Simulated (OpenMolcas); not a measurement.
Kr6+: effect of the IPEA shift

| Property | Result |
| --- | --- |
| Program | OpenMolcas |
| Basis | ANO-R3 [7s6p5d4f2g1h] |
| Scalar Hamiltonian | X2C, finite nucleus |
| Active space | 2 electrons in 4 orbitals (4s 4p) |
| State averaging | 2S+1 = 3 even, 3 roots; 2S+1 = 1 even, 7 roots (6 in the spin-orbit step); 2S+1 = 3 odd, 3 roots; 2S+1 = 1 odd, 3 roots |
| Spin-orbit coupling | RASSI with atomic mean-field integrals over the reference wave functions, term energies averaged over their components |

Methods on the same reference wave functions:
A. CASSCF
B. SS-CASPT2, IPEA 0.25 Eh, imaginary shift 0.1 Eh (closed shells correlated: 3d)
C. SS-CASPT2, IPEA 0.5 Eh, imaginary shift 0.1 Eh (closed shells correlated: 3d)

Energies in cm⁻¹ above 4s² ¹S₀, the measured ground level; measured values from Saloman, J. Phys. Chem. Ref. Data 36, 215 (2007).

```csv
Level,A,B,C,Measured
4s² ¹S₀,0.0,0.0,0.0,0.0
4s 4p ³P°₀,115173,117690,117779,117390
4s 4p ³P°₁,117661,120118,120209,120095
4s 4p ³P°₂,123266,125783,125873,126553
4s 4p ¹P°₁,182604,170752,171281,170835
```

Deviations, from unrounded energies. A percentage is the sum of absolute deviations over the sum of measured energies, with the sign that they share, or ± where signs differ.

```csv
Against measurement,Levels,A,B,C
mean absolute deviation (cm-1),4,4900,290,410
other configurations (%),4,±3.7,±0.2,±0.3
```

B lies closest to measurement on these levels and A furthest from it. The largest miss of B in the table is 4s 4p ³P°₂, by -770 cm-1. The ranking rests on the paired levels alone, and a cruder setting can come out closer through cancelling errors.

Between B and C the level of the table that moves most is 4s 4p ¹P°₁, by 530 cm-1 (lowest in B, highest in C).

The lowest spin-free term lies below A's lowest term by 0.466 hartree in B, 0.465 hartree in C.

Over all roots computed the reference weight is 0.92 to 0.98 in B; the roots of lowest weight are the least certain, and an intruder state may touch them. Some high roots are left out of the spin-orbit mixing, which shifts the levels that they would mix with. Computed and measured levels are paired by configuration, term and J; levels that our copy of the source lacks, or whose pairing is in doubt (as where it misses far off the trend of its configuration), stay unpaired and out of the deviations. Only configurations of the active space appear. The table leaves out levels that lie high or whose names do not pair safely across all columns.

° marks odd parity.
